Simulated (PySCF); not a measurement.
# Computed structure and properties of [PmI2]+

System: [PmI2]+ (singlet in the valence; each metal's 4f electrons, 4 of them, lie in its core potential, out of spins and levels); start: template (C2v). Method: PySCF 2.14.0, RKS PBE0, Pm lcecp-1-SVP with ECP50, I def2-SVP with ECP28; non-relativistic Hamiltonian with scalar-relativistic core potentials where named; density fitting; no spin-orbit coupling.

Input of the relaxation:

```python
mol = gto.M(atom='''
Pm     0.00000     0.00000    -0.78112
I      2.74190    -0.00000     0.44598
I     -2.74190     0.00000     0.44598''',
    basis={'Pm': 'lcecp-1-SVP', 'I': 'def2-SVP'},
    ecp={'Pm': 'lcecp-1-SVP', 'I': 'def2-SVP'},
    charge=1, spin=0)
mf = dft.RKS(mol, xc='PBE0')
mf.grids.atom_grid = (50, 194)  # f atoms: unpruned, at least (60, 302)
mf = mf.density_fit()  # fitting sets: Pm AutoAux, I def2-universal-JKFIT
mf.conv_tol = 1e-08; mf.max_cycle = 55
mf.kernel(dm0)  # dm0: converged density of the start geometry
# quasi-Newton relaxation in Cartesian coordinates to a largest gradient under 0.00045 Eh/bohr, steps kept in the point group
```

Run from Python with OMP_NUM_THREADS=2; the lines above give its settings. Where DIIS fails, smearing, a level shift and second-order steps follow.
It took 53 s on 2 threads of Intel(R) Xeon(R) Platinum 8259CL CPU @ 2.50GHz (Skylake/Cascade Lake) (shared host), from the converged density of the start.

Course of the relaxation:

```csv
step,energy above end (eV),largest force component within the symmetry (eV/Å)
0,0.4708,1.525
1,0.2122,0.914
2,0.0943,0.563
3,0.0570,0.272
4,0.0168,0.300
5,0.0069,0.158
6,0.0001,0.038
7,0.0000,0.014
```

Relaxed geometry (C2v):

```xyz
3

Pm    0.0000    0.0000   -1.0806
I     2.2288    0.0000    0.5957
I    -2.2288    0.0000    0.5957
```

```tsv
contact	Å
Pm1–I2 (I)	2.789
Pm1–I3 (I)	2.789
```

On the finer grid (75, 302):

```yaml
HOMO: -11.75 eV
LUMO: -7.48 eV
Dipole_about_the_centre_of_mass: 8.15 D
Set_of_Mulliken_populations_of_Pm1_outside_the_core_potential: s 2.26, p 6.20, d 1.39, f 0.03
D3_BJ_dispersion_energy_not_in_the_energies: -0.103 eV
```

```
atom  Mulliken (e)  Löwdin (e)  spin (e)
 Pm1          1.12        0.40      0.00
  I2         -0.06        0.30      0.00
  I3         -0.06        0.30      0.00
```

The 4f levels lie in the core potential and are missing. Their spin isn't counted.

On the grid (50, 194), as all that follows. Harmonic modes: a minimum within the noise of the softest modes; lowest 40 cm⁻¹ (negative: unstable), highest 220 cm⁻¹, zero-point energy 0.029 eV.

Taking off one I (charge -1, singlet; the rest: singlet) in vacuum, both parts rigid, costs 12.36 eV; the small basis without counterpoise inflates it. Most of it is the attraction of opposite charges; other ways to part are cheaper, and one spin state was tried for the rest.

Rigid scan of I along the line from its metal:

distance to I2 (Å), energy (eV) and a bar:
```
     2.49      0.732 #######
     2.59      0.287 ###
     2.69      0.063 #
     2.79      0.000 
     2.89      0.050 
     2.99      0.179 ##
     3.19      0.581 #####
     3.49      1.326 ############
     3.89      2.301 #####################
     4.39      3.293 ##############################
```

One start shape was tried, so this needn't be the lowest isomer.

An lcecp potential fixes the number of 4f electrons, so in runs with it no electron can move into or out of that shell.
